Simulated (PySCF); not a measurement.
Compound: C₆H₁₀NSi (doublet state).
Structure used (GFN2-xTB), in Å, numbered top down from 1:
```xyz
18
C6H10NSi angstrom
C     -1.857    1.511   -0.654
Si    -1.170   -0.267   -0.615
C     -1.976   -1.330    0.742
N      0.554   -0.159   -0.275
C      1.279   -0.940    0.584
C      2.593   -0.589    0.521
C      2.694    0.452   -0.432
C      1.437    0.683   -0.899
H     -1.456    2.085   -1.483
H     -1.604    2.036    0.266
H     -2.939    1.505   -0.750
H     -3.056   -1.334    0.629
H     -1.638   -2.361    0.708
H     -1.745   -0.933    1.729
H      0.797   -1.684    1.186
H      3.397   -1.014    1.088
H      3.592    0.960   -0.729
H      1.092    1.386   -1.631
```

The hyperfine couplings belong to this conformer and change with its torsions.

Identity: `C[Si](C)n1cccc1` [radical].

Computed with UKS B3LYP, pcH-1 on C H N Si, non-relativistic, mean-field spin-orbit, GIAO in PySCF. Geometry: GFN2-xTB, one conformer, isolated molecule. The geometry wasn't refined by DFT: couplings that depend on bond lengths, twists or pyramidal angles can differ widely from those at the functional's own minimum, by a factor of two or more for some ions and for spin on atoms past the first row. Stability of the SCF solution: not tested.

Q: The isotropic 13C couplings, averaged over equivalent nuclei, are +53.0, +3.0 MHz. Assign them to C1/C3; C6.

A: 
```json
{"site": "C1/C3", "a_iso (MHz)": "+53.0", "ρ(0) (bohr⁻³)": "+0.0471", "position": "1 bond from Si2", "distance from Si2 (Å)": "1.90", "spin population": "+0.02", "largest |T| (MHz)": "11.4"}
{"site": "C6", "a_iso (MHz)": "+3.0", "ρ(0) (bohr⁻³)": "+0.0027", "position": "3 bonds from Si2", "distance from Si2 (Å)": "3.94", "spin population": "+0.03", "largest |T| (MHz)": "4.5"}
```

ρ(0) is the spin density at the nucleus and T the dipolar tensor; a_iso includes a spin–orbit part; entries for several nuclei are means. The largest Mulliken spin population is on Si2 (+0.85). The angles at Si2 add up to 328.1°, so it is pyramidal.

Means are taken over nuclei equivalent by connectivity, which assumes that they swap fast. C5 and C8, with what hangs on them, aren't averaged: N4 is flat or nearly so (angle sum 360°), and its turn about the short N4–Si2 bond (1.76 Å) is taken as slow. The six 1H nuclei of mean +15.1 MHz run from -4.7 to 47.0 MHz in the frozen geometry. The 13C value of +53.0 MHz is a mean of couplings from 46.4 to 59.5 MHz in this one geometry, not an average over conformers.
